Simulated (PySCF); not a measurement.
Predicted microwave data (PBE0-D3(BJ)/def2-SVP geometry optimisation, gas phase (PySCF 2.14.0)) for one isomer of C9H9Br:

* Rotational constants: A = 4024, B = 362.9, C = 341.8 MHz
* Dipole components: |μa| = 2.32 D, |μb| = 0.16 D, |μc| = 0.00 D
* Inertial defect: -39.68 u·Å²
* κ: -0.99

Question: Which candidate fits, each taken in the one conformer that was computed?
A. `[CH2:1]=[CH:2][CH2:3][c:4]1[cH:5][cH:6][c:7]([Br:8])[cH:9][cH:10]1` with C1–C2–C3–C4 119°, C2–C3–C4–C5 -47°
B. `[Br:1][c:2]1[cH:3][cH:4][c:5]([CH:6]2[CH2:7][CH2:8]2)[cH:9][cH:10]1` with C4–C5–C6–C7 -144°

Answer: B. It is Brc1ccc(C2CC2)cc1, a near-prolate asymmetric top, point group Cs. The candidates at the same level (rigid rotor, commonest isotopes):

```
           SMILES  A (MHz)  B (MHz)  C (MHz)  μa (D)  μb (D)  μc (D)  Δ (u·Å²)  point group                        rotor
Brc1ccc(C2CC2)cc1     4024    362.9    341.8    2.32    0.16    0.00    -39.68           Cs  near-prolate asymmetric top
 C=CCc1ccc(Br)cc1     3633    345.7    321.1    1.82    0.38    0.11    -26.94           C1  near-prolate asymmetric top
```

`C=CCc1ccc(Br)cc1` has A 10 % too low. In the right answer the mirror of this Cs structure is the ab plane, so μc vanishes by symmetry. No structure here is proved a minimum.
